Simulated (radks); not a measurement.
Problem. These are the eigenvalues of the occupied orbitals of an atom or ion with whole-number occupations (eV). All-electron calculation, scalar-relativistic Kohn-Sham, LB94 model potential, spin-polarised, spherical densities, finite nucleus; Fermi nuclear charge, rms radius of each element as measured or else 0.836 A^(1/3) + 0.57 fm. Program: a radial shooting solver on a logarithmic mesh with Libxc functionals.

orbital  eigenvalue
1s down   -49449.38
1s up     -49449.23
2s down   -10212.13
2s up     -10212.01
2p down   -9404.811
2p up     -9404.479
3s up     -3857.209
3s down   -3851.184
3p up     -3608.857
3p down   -3602.764
3d up     -3332.139

Which element is it, and in what charge state? The configuration may be excited. Open shells, if any, are filled with parallel spins first.

Solution. Z = 62, samarium, charge +43: Sm43+ in [Ar] 3d1. The list shows which subshells hold electrons but not how many an open one holds; the 1s level, -1817.2 hartree, gives Z - s = 60.3 by -(Z - s)^2/2, which with screening and relativity narrows Z to a few neighbours, and the depths of the outer levels then fix element, charge and occupations together.
